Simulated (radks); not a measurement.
Q: The tellurium ion Te4+, [Kr] 4d10 5s2. Calculated with a radial shooting solver on a logarithmic mesh with Libxc functionals: non-relativistic Kohn-Sham, PBE, spin-polarised, spherical densities, point nucleus. Every spin shell is full or empty, so the densities are truly spherical. Functionals are evaluated on that one density, not self-consistently. Rank these orbital-free kinetic functionals by their error against the exact value of the orbitals, and give that value: Thomas-Fermi, von Weizsacker, TF + vW, TF + vW/9, TF + vW/5, LC94, APBEK, revAPBEK, Perdew 92, Thakkar, LKT, PG1, DePristo-Kress, Ernzerhof.

A: Exact: 6608.06 hartree. From best to worst, with 100 (|E| - |E exact|)/|E exact| (equal figures are ties): LC94 +0.07, DePristo-Kress -0.10, APBEK +0.12, revAPBEK +0.29, Ernzerhof -0.40, Thakkar -0.58, Perdew 92 -0.66, TF + vW/9 -0.67, TF + vW/5 +2.98, Thomas-Fermi -5.24, PG1 +14.86, LKT +18.93, TF + vW +35.83, von Weizsacker -58.94.
